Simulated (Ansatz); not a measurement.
Basis-set extrapolation for `O[SiH](O)S[SiH](O)O` (PBE0-D4/def2-TZVP geometry, frozen core, the Gaussian-basis code of Ansatz). Multiplicity 1, RHF reference.

|  | def2-TZVPP | def2-QZVPP |
| --- | --- | --- |
| HF | -1278.807781 | -1278.852533 |
| MP2 correlation | -1.374309 | -1.490033 |
| CCSD(T) correlation | -1.464529 | not run |

Energies in hartree. Use E(X) = E(∞) + A·exp(−7.88·√X) for Hartree–Fock and E(X) = E(∞) + B·X^(−2.97) for correlation, with X = 3 and 4, and add CCSD(T) minus MP2 of the smaller set to the MP2 limit.

Task: What is the CCSD(T) energy at the basis-set limit?

Result: HF limit: -1278.852533 + (-0.044752) × 0.13774 = -1278.85870. MP2 limit: -1.490033 + (-0.115724) × 0.74074 = -1.57575. Higher-order term: -1.464529 − (-1.374309) = -0.09022. Total: -1280.52467 hartree, 662.6 kJ/mol below CCSD(T)/def2-TZVPP.
